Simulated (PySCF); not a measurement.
A structure optimised at r2SCAN-D4/def2-SVP, used in a PySCF frequency run:

```
Si
N 1 1.7425
H 2 1.0172 1 118.46
Si 2 1.7439 3 116.81 1 177.45
N 1 1.7449 2 106.17 3 149.19
H 5 1.0192 1 115.51 2 -59.70
Si 5 1.7456 6 114.47 1 175.21
H 7 1.4926 5 107.41 6 9.50
H 4 1.4945 2 111.17 3 136.03
H 4 1.4945 9 109.17 2 118.67
H 7 1.4945 8 109.20 5 -121.19
H 7 1.4977 8 108.44 11 -116.22
H 1 1.4980 2 106.90 3 28.03
H 4 1.4984 9 107.26 10 116.41
C 1 1.8709 13 109.46 2 124.04
H 15 1.1020 1 110.13 13 -57.45
H 15 1.1024 16 107.49 1 121.41
H 15 1.1030 16 107.46 17 116.34
```
Charge 0, spin multiplicity 1.

### Question
Write its SMILES and formula.

### Answer
C[SiH](N[SiH3])N[SiH3], CH12N2Si3

### Question
What are its rotational constants (standard atomic weights)?

### Answer
2.2853, 1.1459, 0.89515 GHz
